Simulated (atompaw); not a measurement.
PBE PAW (atompaw) dataset for iron (Fe), scalar-relativistic all-electron reference.

```json
{
  "Element": "iron (Fe)",
  "Generator": "atompaw 4.2.0.5",
  "Type": "PAW",
  "Functional": "PBE",
  "Relativity": "scalar-relativistic",
  "Frozen core": "[Ne]",
  "Valence charge": "16",
  "Reference configuration": "3s2 3p6 3d6 4s2 4p0",
  "Partial waves": "3s (bound): rc 1.35 bohr; 4s (bound): rc 1.25 bohr; 3p (bound): rc 1.25 bohr; 4p (bound, empty): rc 1.35 bohr; 3d (bound): rc 1.80 bohr; 3d channel at 0.75 Ry: rc 1.80 bohr",
  "Local potential": "troulliermartins scheme with l = 3 at 0 Ry, radius 1.62 bohr",
  "Core correction": "smooth core density matched at 1.65 bohr",
  "Augmentation charge": "sinc compensation charge, radius 1.35 bohr; PAW radius 1.80 bohr; waves and projectors: custom polynom gramschmidtortho"
}
```

All-electron outer shells of the reference configuration (PBE, scalar-relativistic, ld1.x):

```csv
shell,level (eV),outermost node (bohr),outermost maximum (bohr)
2s,-819.73,0.08,0.22
2p,-698.45,–,0.18
3s,-94.02,0.33,0.70
3p,-60.04,0.30,0.72
3d,-7.50,–,0.71
4s,-5.29,1.00,2.41
4p,-1.33,1.10,3.33
```

Results:

| Item | Value |
| --- | --- |
| Cutoffs needed | 70 Ry and 100 Ry (the cutoffs (Ry, on a coarse ladder) from which the occupation-weighted sum of valence levels, in a spherical-Bessel basis at the reference potential, stays within 10 and 1 mRy of its value at 400 Ry) |
| Ghost test | no extra level below or beside the all-electron valence levels (s, p, d, f tested) (spherical-Bessel basis up to 400 Ry, 20 bohr box) |
| Lowest eigenvalue of the overlap operator | 0.40 (s channel) |
| Overlap eigenvalues printed by atompaw (projector basis) | 0.658, 1.48, 3.7, 9.74, 65.9, 751 |
| Share of each valence orbital outside the PAW sphere | 3s 1 %, 4s 87 %, 3p 2 %, 4p 96 %, 3d 14 % |

Generation and tests took about 4.8 s on one core of a shared server CPU.
